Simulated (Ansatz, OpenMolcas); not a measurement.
# A ladder of methods for InSi2H7 (SMILES [SiH3][SiH2][InH2])

InSi2H7 has 10 atoms, charge 0, and is taken as a singlet. SMILES: `[SiH3][SiH2][InH2]`. The shape is that of a PBE0-D4/def2-TZVP optimisation.

```xyz
10

Si   -1.4509    0.7323   -0.8216
Si    0.0231   -0.9827   -0.2224
In    1.8848   -0.0627    1.2931
H    -2.5411    0.2487   -1.7115
H    -0.7077    1.8121   -1.5275
H    -2.0657    1.3205    0.4005
H    -0.7613   -2.0569    0.4518
H     0.5887   -1.5579   -1.4773
H     1.7614   -0.1609    3.0139
H     3.2688    0.7075    0.6011
```

Each level gives the HOMO–LUMO gap (eV). The values are calculated.

| level | kind | program | value (eV) | CPU time |
| --- | --- | --- | --- | --- |
| HF/def2-SVP (core potential) | Hartree–Fock | OpenMolcas | 9.90 | 16 s |
| PBE/def2-SVP (core potential) | GGA | Ansatz | 3.39 | 8.6 s |
| TPSS/def2-SVP (core potential) | meta-GGA | OpenMolcas | 3.66 | 72 s |
| B3LYP/def2-SVP (core potential) | global hybrid | Ansatz | 4.65 | 11 s |
| CAM-B3LYP/def2-SVP (core potential) | range-separated hybrid | Ansatz | 7.12 | 12 s |
| HSE06/def2-SVP (core potential) | range-separated hybrid | Ansatz | 4.35 | 12 s |
| wB97M-V/def2-SVP (core potential) | range-separated hybrid | Ansatz | 8.60 | 2 min |
| PBE-QIDH/def2-SVP (core potential) | double hybrid | Ansatz | 8.05 | 16 s |

The values span 3.39 to 9.90 eV. Orbital gaps aren't excitation energies, and those of double hybrids come from the SCF part alone; they tend to grow with the share of exact exchange. Times are those of the runs behind each value, whatever else they computed, on shared processors of several kinds: orders of magnitude only.
